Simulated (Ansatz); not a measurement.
Energy difference R1 + R2 → P1, each structure at its B3LYP-D3(BJ)/def2-TZVP stationary point, reached from a drawn start (curvature not checked).
R1: H2 (SMILES [H][H]), charge 0, multiplicity 1.
R2, SiH2 (SMILES [SiH2]) (charge 0, multiplicity 1):
```xyz
3

Si     0.00000    -0.70864     0.00000
H      1.09116     0.35427     0.00000
H     -1.09116     0.35427     0.00000
```
P1: SiH4 (SMILES [SiH4]), charge 0, multiplicity 1.

P less R. No zero-point or thermal terms.

Frozen-core correlation throughout.

Run with Ansatz (an electronic-structure program). Each number belongs to the level named beside it.

Question: Give the reaction energy at the level SCS-MP2/cc-pV(Q+d)Z.

Answer: -264 kJ/mol

Question: Estimate the reaction energy that SVWN5/def2-TZVPP returns for this input.

Answer: -285 kJ/mol

Question: What is the computed reaction energy (wB97X-V/def2-TZVPP)?

Answer: -270 kJ/mol
